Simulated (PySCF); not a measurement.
SeBr2.
SMILES: `Br[Se]Br`

The closed-shell ground state was solved at several levels (PySCF, density fitting, gas phase). Geometry: PBE0-D3(BJ)/def2-SVP; no solvent, vibrations or thermal averaging. The calculation is non-relativistic and has no spin–orbit coupling, an omission that weighs most on bromine and selenium.

| level | basis functions | total energy (Eh) | HOMO (eV) | LUMO (eV) | gap (eV) | dipole (D) |
| --- | --- | --- | --- | --- | --- | --- |
| B3LYP/def2-SVPD | 123 | -7549.0585 | -6.74 | -3.47 | 3.27 | 0.65 |
| KT2/pcSseg-1 | 123 | -7577.9496 | -5.77 | -4.00 | 1.77 | 0.56 |

(1) What might PBE0/pcSseg-1 (123 basis functions) give for the same quantities?

(2) Over all these levels, which gives the widest orbital gap and which the narrowest?

(3) How far do the dipole and the HOMO energy spread over the levels?

## Answers

(1) Total energy -7548.1950 Eh, HOMO -6.97 eV, LUMO -3.13 eV, gap 3.84 eV, dipole 0.65 D.

(2) PBE0/pcSseg-1 (global hybrid, 25 % exact exchange) has the widest, 3.84 eV, and KT2/pcSseg-1 (GGA) the narrowest, 1.77 eV. The two share the basis. From the narrowest to the widest the HOMO moves by -1.20 eV and the LUMO by +0.87 eV.

(3) The dipole runs from 0.56 to 0.65 D (mean 0.62 D) and the HOMO from -6.97 to -5.77 eV.
